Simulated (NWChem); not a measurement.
Species: CH3Si cation, singlet

```xyz
5

C      0.0000     0.0000     1.0733
Si     0.0000     0.0000    -0.7501
H     -0.5142    -0.9068     1.4822
H     -0.5282     0.8987     1.4822
H      1.0424     0.0081     1.4822
```
Atoms are numbered in this order, from 1.

Results from NWChem. Low-valent species are run as closed-shell singlets; no triplet was tried in these runs. All runs use the structure optimised with PBE-D3(BJ)/def2-SVP. B3LYP is NWChem's, with the RPA form of VWN correlation. Vertical excitations in the gas phase; the lowest state need not have the same character in each row.

```json
[
 {"level": "PBE/def2-SVPD, full TDDFT", "lowest excitation, singlet (eV)": "3.52", "oscillator strength of that lowest state": "0.019", "lowest state with f > 0.02, singlet (eV)": "7.05", "oscillator strength of that bright state": "0.088", "orbital gap (eV)": "3.02"},
 {"level": "B3LYP/def2-SVPD, full TDDFT", "lowest excitation, singlet (eV)": "3.59", "oscillator strength of that lowest state": "0.021", "lowest state with f > 0.02, singlet (eV)": "3.59", "oscillator strength of that bright state": "0.021", "orbital gap (eV)": "4.67"},
 {"level": "CAM-B3LYP/def2-SVPD, full TDDFT", "lowest excitation, singlet (eV)": "3.59", "oscillator strength of that lowest state": "0.023", "lowest state with f > 0.02, singlet (eV)": "3.59", "oscillator strength of that bright state": "0.023", "orbital gap (eV)": "7.57"},
 {"level": "BHandHLYP/def2-SVPD, full TDDFT", "lowest excitation, singlet (eV)": "3.69", "oscillator strength of that lowest state": "0.026", "lowest state with f > 0.02, singlet (eV)": "3.69", "oscillator strength of that bright state": "0.026", "orbital gap (eV)": "7.13"}
]
```
